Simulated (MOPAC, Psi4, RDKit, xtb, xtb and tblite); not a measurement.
Two geometries of SMILES [SiH2](C=C)[SiH2][GeH3] (C2H10GeSi2), singlet, relaxed at GFN2-xTB with one dihedral held; other torsions can differ between them too.

Structure A

```
15

C     -1.7017     0.5695    -0.5027
C     -1.7722    -0.7197    -0.2125
Si    -0.5356    -1.6329     0.8808
Si     1.5597    -0.6377     0.7795
Ge     2.0510     0.5962     2.7072
H     -2.4332     1.0718    -1.1182
H     -0.8995     1.1922    -0.1350
H     -2.6033    -1.2887    -0.6120
H     -0.5234    -3.0327     0.4291
H     -1.0818    -1.6472     2.2489
H      1.7242     0.2579    -0.3741
H      2.6280    -1.6353     0.6263
H      1.5665    -0.0266     3.9867
H      1.4385     1.9678     2.7708
H      3.4971     0.8713     3.0073
```

Structure B

```
15

C     -1.6155     0.5615    -0.5637
C     -1.7661    -0.7032    -0.2047
Si    -0.5706    -1.6335     0.9205
Si     1.5309    -0.6581     0.7911
Ge     1.6292     1.3678     1.9619
H     -2.3205     1.0794    -1.1970
H     -0.7694     1.1503    -0.2349
H     -2.6376    -1.2367    -0.5656
H     -0.5886    -3.0417     0.4980
H     -1.1316    -1.6064     2.2819
H      1.9477    -0.3915    -0.5927
H      2.5765    -1.5336     1.3380
H      0.5292     1.5513     2.9719
H      1.4992     2.6127     1.1273
H      2.8647     1.6457     2.7704
```

Question: Which is lower in energy at the level wB97X-D/def2-TZVP // GFN2-xTB run with Psi4, and by how much?

Answer: B is lower, by 0.64 kcal/mol (dihedral C2–Si3–Si4–Ge5: 105° in A, 75° in B).

E(B) − E(A) in kcal/mol at the other levels, on the same two geometries: GFN2-xTB (xtb and tblite) -0.66; B3LYP/def2-TZVP // GFN2-xTB (Psi4) -0.18; B3LYP-D3(BJ)/def2-TZVP // GFN2-xTB (Psi4) -0.72; PBE/def2-TZVP // GFN2-xTB (Psi4) -0.34; PBE-D3(BJ)/def2-TZVP // GFN2-xTB (Psi4) -0.64; UFF // GFN2-xTB (RDKit) -0.59; PM3, restricted, heats of formation // GFN2-xTB (MOPAC) 0.34; AM1, restricted, heats of formation // GFN2-xTB (MOPAC) 0.20; GFN1-xTB // GFN2-xTB (xtb) -0.94.
